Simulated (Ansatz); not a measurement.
ScCl3⁻, relaxed as a doublet with UKS r2SCAN-D4/def2-SVPD in Ansatz, starting from the r2SCAN-D4/def2-SVP geometry of the neutral singlet. Force threshold 0.02 eV/Å.

The highest occupied level of the relaxed charge -1 doublet lies above zero (up to 0.45 eV). By energy differences its removal costs 1.90 eV (each at its own geometry, to the charge 0 singlet, at PBE0-D4/def2-TZVPD). No other spin state of charge -1 was run. The structure comes from a short search, and lower isomers may exist.

Start:

```xyz
4

Sc   -0.0007    0.0011    0.0036
Cl    0.8780   -1.5701    1.3836
Cl    1.3688    1.4358   -1.0972
Cl   -2.2461    0.1332   -0.2901
```

Question: Estimate the energy that the relaxation releases and the steps that it takes.

Answer: 24.3 kJ/mol, in 3 steps; 49 s on 2 threads of Arm Neoverse V1 on a shared host. No frequencies were taken in this run, so the end may be a saddle point.

Question: Does the start keep its bonding and symmetry?

Answer: By distances, no bond broke or formed. The bond that changes most is Sc1–Cl2, from 2.27 to 2.39 Å (atoms count from 1). Point group D3h at the start, D3h at the end, both within 0.05 Å.

Question: Predict the relaxed structure.

Answer: 
```xyz
4

Sc   -0.0003    0.0017    0.0021
Cl    0.9231   -1.6536    1.4575
Cl    1.4436    1.5133   -1.1559
Cl   -2.3664    0.1386   -0.3038
```
Bond lengths: 3 × Cl–Sc 2.39 Å.
